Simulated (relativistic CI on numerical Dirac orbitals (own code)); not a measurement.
Hyperfine structure of Bi51+, mass number 207

Method of calculation: Dirac-Coulomb-Breit CI, orbitals from a KLI potential per configuration, a model potential for QED, unscaled Slater integrals (own radial code, finite nucleus).

CI space (outside the closed core [Ar] 3d10): 4s2 4p2, 4s 4p3, 4s2 4p 4d, 4p4, 4s2 4d2, 4s2 4p 4f, 4s 4p2 4d, 4s 4p2 4f, 4s2 4f2, 4p2 4d2, 4p3 4d, 4s2 4d 4f, 4s 4p 4d2, 4p2 4f2, 4p3 4f, 4s 4p 4d 4f. Levels of other configurations are missing.

Nuclear spin I = 9/2, μ = 4.0729 μN, Q = -0.76 b (tables of Stone and Pyykkö). The electronic factors are computed for point nuclear moments, without core polarisation or the Bohr-Weisskopf and QED corrections.

| Level | E (Ry) | A (GHz) | B (GHz) |
| --- | --- | --- | --- |
| 4s2 4p2 3P_1 | 12.6863 | -123.5 | -75.3 |
| 4s2 4p2 1D_2 | 13.0668 | 296.8 | -138 |
| 4s2 4p2 3P_2 | 26.0423 | 88.42 | -12.1 |
| 4s2 4p 4d 3F°_2 | 26.3282 | 264.4 | -30.9 |
| 4s2 4p 4d 3F°_3 | 29.9768 | 177.1 | -17.2 |
| 4s 4p3 3D°_3 | 34.7196 | 658.6 | -9.3 |

Levels with J = 0, under 50 % of one LS term, or S terms without an open s electron are left out. Small factors come from cancelling terms and can be off by tens of per cent or more.

At this charge energies of transitions that change n are usually good to better than 1 %, and those within a shell (Δn = 0) to a few per cent.

Task: Give the hyperfine levels of 4s2 4p2 3P_1 relative to its centre of gravity.

Result: With K = F(F + 1) − I(I + 1) − J(J + 1), E = AK/2 + B[¾K(K + 1) − I(I + 1)J(J + 1)]/[2I(2I − 1)J(2J − 1)]: F = 7/2: 644.8, F = 9/2: 173.7, F = 11/2: -574.6 GHz.

LS names give the leading component of a level, which can be under half, so a name can repeat, a term be missing and a line seem to break the LS rules.
